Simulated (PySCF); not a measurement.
**Computed structure and properties of [Pb(BH4)3]−**

System: [Pb(BH4)3]− (singlet); start: template (C3). Method: PySCF 2.14.0, RKS PBE, Pb def2-SVP with ECP60, B def2-SVP, H def2-SVP; non-relativistic Hamiltonian with scalar-relativistic core potentials where named; density fitting; no spin-orbit coupling.

Input of the relaxation:

```python
mol = gto.M(atom='''
Pb     0.00000    -0.00000     0.14900
B      2.29829     0.00000    -0.68791
H      3.42587     0.00000    -1.09842
H      2.19265    -0.83353     0.23769
H      1.51790    -0.30511    -1.61541
H      2.01183     1.13860    -0.25890
B     -1.14915     1.99038    -0.68789
H     -1.71294     2.96690    -1.09838
H     -0.37447     2.31565     0.23771
H     -0.49472     1.46711    -1.61539
H     -1.99197     1.17300    -0.25888
B     -1.14915    -1.99038    -0.68790
H     -1.71294    -2.96689    -1.09840
H     -1.81818    -1.48213     0.23771
H     -1.02320    -1.16198    -1.61540
H     -0.01987    -2.31160    -0.25890''',
    basis={'Pb': 'def2-SVP', 'B': 'def2-SVP', 'H': 'def2-SVP'},
    ecp={'Pb': 'def2-SVP'},
    charge=-1, spin=0)
mf = dft.RKS(mol, xc='PBE')
mf.grids.atom_grid = (50, 194)
mf = mf.density_fit()  # fitting sets: Pb def2-universal-JKFIT, B def2-universal-JKFIT, H def2-universal-JKFIT
mf.conv_tol = 1e-08; mf.max_cycle = 55
mf.kernel(dm0)  # dm0: converged density of the start geometry
# quasi-Newton relaxation in Cartesian coordinates to a largest gradient under 0.00045 Eh/bohr, steps kept in the point group
```

Run from Python with OMP_NUM_THREADS=2; the lines above give its settings. Where DIIS fails, smearing, a level shift and second-order steps follow.
It took 84 s on 2 threads of Arm Neoverse V2 (shared host), from the converged density of the start.

Course of the relaxation:

```csv
step,energy above end (eV),largest force component within the symmetry (eV/Å)
0,0.7308,1.364
1,0.4248,0.704
2,0.2085,0.245
3,0.1306,0.390
4,0.0895,0.529
5,0.0593,0.520
6,0.0315,0.370
7,0.0128,0.111
10,0.0030,0.058
11,0.0020,0.027
12,0.0010,0.032
13,0.0003,0.031
14,0.0001,0.018
15,0.0000,0.008
```
(The steps between are left out.)

Relaxed geometry (C3):

```xyz
16

Pb    0.0000    0.0000    0.1172
B     2.5550    0.0160   -0.6477
H     3.5361    0.0245   -1.3965
H     2.6022   -0.9069    0.1845
H     1.5882   -0.1978   -1.4590
H     2.4044    1.1220   -0.0936
B    -1.2913    2.2047   -0.6477
H    -1.7892    3.0501   -1.3965
H    -0.5157    2.7070    0.1845
H    -0.6228    1.4744   -1.4590
H    -2.1739    1.5212   -0.0936
B    -1.2637   -2.2207   -0.6477
H    -1.7469   -3.0746   -1.3965
H    -2.0865   -1.8001    0.1845
H    -0.9654   -1.2766   -1.4590
H    -0.2305   -2.6433   -0.0936
```

```tsv
contact	Å
Pb1–H5 (BH4)	2.246
Pb1–H10 (BH4)	2.246
Pb1–H15 (BH4)	2.246
```

On the finer grid (75, 302):

```json
{"HOMO": "-2.63 eV", "LUMO": "1.77 eV", "Dipole about the centre of mass": "4.21 D", "Set of Mulliken populations of Pb1 outside the core potential": "s 3.97, p 7.42, d 10.19", "D3(BJ) dispersion energy (not in the energies)": "-0.322 eV"}
```

```
atom  Mulliken (e)  Löwdin (e)  spin (e)
 Pb1          0.42        0.69      0.00
  B2         -0.35       -0.54      0.00
  H3         -0.03       -0.02      0.00
  H4         -0.05       -0.02      0.00
  H5         -0.01        0.03      0.00
  H6         -0.04       -0.01      0.00
  B7         -0.35       -0.54      0.00
  H8         -0.03       -0.02      0.00
  H9         -0.05       -0.02      0.00
 H10         -0.01        0.03      0.00
 H11         -0.04       -0.01      0.00
 B12         -0.35       -0.54      0.00
 H13         -0.03       -0.02      0.00
 H14         -0.05       -0.02      0.00
 H15         -0.01        0.03      0.00
 H16         -0.04       -0.01      0.00
```

On the grid (50, 194), as all that follows. Harmonic modes: a minimum; lowest 74 cm⁻¹ (negative: unstable), highest 2415 cm⁻¹, zero-point energy 2.911 eV.

Taking off one BH4 (charge -1, singlet; the rest: singlet) in vacuum, both parts rigid, costs 2.49 eV; the small basis without counterpoise inflates it.

Rigid scan of BH4 along the line from its metal:

| distance to B2 (Å) | energy (eV) |
| --- | --- |
| 2.37 | 0.335 |
| 2.47 | 0.130 |
| 2.57 | 0.028 |
| 2.67 | 0.000 |
| 2.77 | 0.024 |
| 2.87 | 0.083 |
| 3.07 | 0.263 |
| 3.37 | 0.585 |
| 3.77 | 0.984 |
| 4.27 | 1.360 |

One start shape was tried, so this needn't be the lowest isomer.
